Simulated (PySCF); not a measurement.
Computed shifts of a molecule C5H8O, B3LYP/pcSseg-1 (PySCF), GIAO, gas phase, equivalent atoms averaged, in ppm (number of nuclei): ¹³C: 139.5 (1), 136.2 (1), 72.0 (1), 69.5 (1), 31.9 (1). ¹H: 6.23 (1), 6.02 (1), 4.47 (2), 4.15 (1), 3.72 (1), 2.72 (1), 1.87 (1). References: ¹³C against TMS (σ = 181.3 ppm); ¹⁷O against H2O (σ = 333.8 ppm); ¹H against TMS (σ = 31.68 ppm), references at their B3LYP-D3(BJ)/def2-TZVP geometries, non-relativistic. Geometry optimised at B3LYP-D3(BJ)/def2-SVP. One conformer was computed; it need not be the lowest.

Q: Which molecule gave these data?
A) C=C1C[C@@H](C)O1
B) C/C=C/CC=O
C) C1=CCOCC1
D) C[C@@H]1C=CCO1

A: C, C1=CCOCC1
